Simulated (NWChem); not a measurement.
SnHF, singlet; SMILES [SnH][F]

Computed with NWChem. Low-valent species are run as closed-shell singlets; no triplet was tried in these runs. The geometry was optimised at PBE0/def2-SVP. def2 effective core potentials on Sn; no spin-orbit coupling. Ions are spin-unrestricted doublets at the neutral geometry; other ion states weren't tried. Functional: LC-ωPBE (HJS hole) with def2-SVP; rows give the range parameter ω in 1/bohr.

```json
[
 {"range parameter (1/bohr)": "0.15", "vertical ionisation energy, ΔSCF (eV)": "9.24", "−ε(HOMO) (eV)": "7.82", "ΔSCF minus −ε(HOMO) (eV)": "1.42"},
 {"range parameter (1/bohr)": "0.20", "vertical ionisation energy, ΔSCF (eV)": "9.27", "−ε(HOMO) (eV)": "8.28", "ΔSCF minus −ε(HOMO) (eV)": "0.99"},
 {"range parameter (1/bohr)": "0.35", "vertical ionisation energy, ΔSCF (eV)": "9.40", "−ε(HOMO) (eV)": "9.20", "ΔSCF minus −ε(HOMO) (eV)": "0.20"},
 {"range parameter (1/bohr)": "0.40", "vertical ionisation energy, ΔSCF (eV)": "9.43", "−ε(HOMO) (eV)": "9.40", "ΔSCF minus −ε(HOMO) (eV)": "0.03"},
 {"range parameter (1/bohr)": "0.80", "vertical ionisation energy, ΔSCF (eV)": "9.58", "−ε(HOMO) (eV)": "10.07", "ΔSCF minus −ε(HOMO) (eV)": "-0.49"}
]
```
